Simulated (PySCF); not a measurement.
UHF on Mg (magnesium, neutral)

Configuration: [Ne] 3s2, closed-shell 1S. Calculation: PySCF 2.14, in aug-cc-pVDZ-DK (5s4p2d, 27 functions); scalar relativity by spin-free X2C-1e.

```json
{
 "Total energy": "-199.914227 hartree",
 "One-electron energy": "-279.8479 hartree",
 "Hartree (Coulomb) energy": "95.9672 hartree",
 "Exchange energy": "-16.0335 hartree",
 "⟨S²⟩": "0.0000",
 "⟨L²⟩": "0.000",
 "Sum of ⟨r⟩": "12.24 bohr",
 "Sum of ⟨r²⟩": "29.56 bohr²",
 "Langevin diamagnetic susceptibility": "-23.4 ×10⁻⁶ cm³/mol",
 "Time after the integrals": "0.05 s of wall time on 1 thread of Neoverse-V1 (shared host)"
}
```

```tsv
shell	electrons	mean orbital energy (hartree)	rms radius, mean of both spins (bohr)
1s	2	-49.11659	0.151
2s	2	-3.77946	0.754
2p	6	-2.28024	0.773
3s	2	-0.25349	3.52
```
